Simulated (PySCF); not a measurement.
CHF$_{2}$ (SMILES F[CH-]F), charge -1, singlet, geometry from GFN2-xTB, with bond 3-1 at 1.3 times its length; HF/3-21G (PySCF).

Input for PySCF:
```python
from pyscf import gto, scf

mol = gto.Mole()
mol.atom = '''
    C    -0.122049   -0.004221    0.645091
    F    -0.023478    1.132899   -0.272100
    F     0.040698   -1.468703   -0.559967
    H     0.915325    0.005947    1.115243
'''
mol.basis = '3-21g'
mol.charge = -1
mol.spin = 0
mol.verbose = 4
mol.build()

mf = scf.RHF(mol)
mf.diis_space = 20
mf.kernel()
```

Q: Predict the main parts of the log of this PySCF run.

A: 
```
PySCF version 2.14.0

[INPUT] verbose = 4
[INPUT] num. atoms = 4
[INPUT] num. electrons = 26
[INPUT] charge = -1
[INPUT] spin (= nelec alpha-beta = 2S) = 0
[INPUT] symmetry False subgroup None
[INPUT] Mole.unit = angstrom
[INPUT] Symbol           X                Y                Z      unit          X                Y                Z       unit  Magmom
[INPUT]  1 C     -0.122049000000  -0.004221000000   0.645091000000 AA   -0.230639183777  -0.007976533972   1.219045315422 Bohr   0.0
[INPUT]  2 F     -0.023478000000   1.132899000000  -0.272100000000 AA   -0.044366989953   2.140868836794  -0.514194478494 Bohr   0.0
[INPUT]  3 F      0.040698000000  -1.468703000000  -0.559967000000 AA    0.076908073818  -2.775446428327  -1.058184268794 Bohr   0.0
[INPUT]  4 H      0.915325000000   0.005947000000   1.115243000000 AA    1.729713564968   0.011238201263   2.107503832338 Bohr   0.0

nuclear repulsion = 58.0319874131731
number of shells = 17
number of NR pGTOs = 48
number of NR cGTOs = 29
basis = 3-21g
ecp = {}

******** <class 'pyscf.scf.hf.RHF'> ********
method = RHF
initial guess = minao
damping factor = 0
level_shift factor = 0
DIIS = <class 'pyscf.scf.diis.CDIIS'>
diis_start_cycle = 1
diis_space = 20
diis_damp = 0
SCF conv_tol = 1e-09
SCF conv_tol_grad = None
SCF max_cycles = 50
direct_scf = True
direct_scf_tol = 1e-13
Set gradient conv threshold to 3.16228e-05
Initial guess from minao.
init E= -235.17905288912
  HOMO = -0.195204963841307  LUMO = 0.0359301536215475  gap/eV = 6.28951
cycle= 1 E= -235.764617004072  delta_E= -0.586  |g|= 0.819  |ddm|= 1.73
  HOMO = -0.0229892309626418  LUMO = 0.405373283741692  gap/eV = 11.65634
cycle= 2 E= -235.847105461464  delta_E= -0.0825  |g|= 0.568  |ddm|= 0.825
  HOMO = -0.0959059529689066  LUMO = 0.435770095660899  gap/eV = 14.46764
cycle= 3 E= -235.892007433135  delta_E= -0.0449  |g|= 0.0535  |ddm|= 0.277
  HOMO = -0.101040702431627  LUMO = 0.446837313242684  gap/eV = 14.90852
cycle= 4 E= -235.89465512511  delta_E= -0.00265  |g|= 0.0235  |ddm|= 0.142
  HOMO = -0.0994916765354699  LUMO = 0.447749812355999  gap/eV = 14.89120
cycle= 5 E= -235.895198530318  delta_E= -0.000543  |g|= 0.0103  |ddm|= 0.0693
  HOMO = -0.0995665306507041  LUMO = 0.44772608975427  gap/eV = 14.89259
cycle= 6 E= -235.895298734256  delta_E= -0.0001  |g|= 0.00361  |ddm|= 0.0291
  HOMO = -0.100188627899777  LUMO = 0.447490149491367  gap/eV = 14.90310
cycle= 7 E= -235.895319881036  delta_E= -2.11e-05  |g|= 0.00121  |ddm|= 0.0142
  HOMO = -0.100039970255025  LUMO = 0.447673135284441  gap/eV = 14.90403
cycle= 8 E= -235.895322099027  delta_E= -2.22e-06  |g|= 0.000422  |ddm|= 0.00423
  HOMO = -0.100138060917978  LUMO = 0.447530107737104  gap/eV = 14.90281
cycle= 9 E= -235.895322307801  delta_E= -2.09e-07  |g|= 8.42e-05  |ddm|= 0.00147
  HOMO = -0.100127546678566  LUMO = 0.447549596675457  gap/eV = 14.90305
cycle= 10 E= -235.895322314993  delta_E= -7.19e-09  |g|= 2.97e-05  |ddm|= 0.000227
  HOMO = -0.100123126401118  LUMO = 0.447547698921513  gap/eV = 14.90288
cycle= 11 E= -235.895322315797  delta_E= -8.03e-10  |g|= 4.04e-06  |ddm|= 8.55e-05
  HOMO = -0.100123276786962  LUMO = 0.447548036499632  gap/eV = 14.90290
Extra cycle  E= -235.895322315808  delta_E= -1.15e-11  |g|= 2.02e-06  |ddm|= 5.79e-06
converged SCF energy = -235.895322315808
```
